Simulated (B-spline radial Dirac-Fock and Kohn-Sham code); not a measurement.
**Dipole and non-dipole photoemission parameters of Hf³⁺ 3p3/2**

System: hafnium as Hf³⁺, [Xe] 4f14 5d1; threshold 2128.0 eV (orbital energy of the model). These are calculated numbers from a B-spline atomic structure program; the model is Dirac-Hartree-Slater photoionisation with a Latter tail; cross sections with all multipoles, angular parameters from the dipole term and its interference with E2.

```csv
hν (eV),σ (kb),β,γ,δ
2320,126,0.841,0.300,0.153
2984.4,84.7,1.401,0.181,0.026
4870,33.6,1.653,-0.032,0.011
5414.7,26.9,1.669,0.019,0.013
6530,?,?,?,?
8047.8,11.1,1.679,0.413,0.023
9640,7.20,1.661,0.673,0.029
```

Q: Give the values at 6530 eV.

A: σ = 17.9 kb, β = 1.683, γ = 0.169, δ = 0.017.
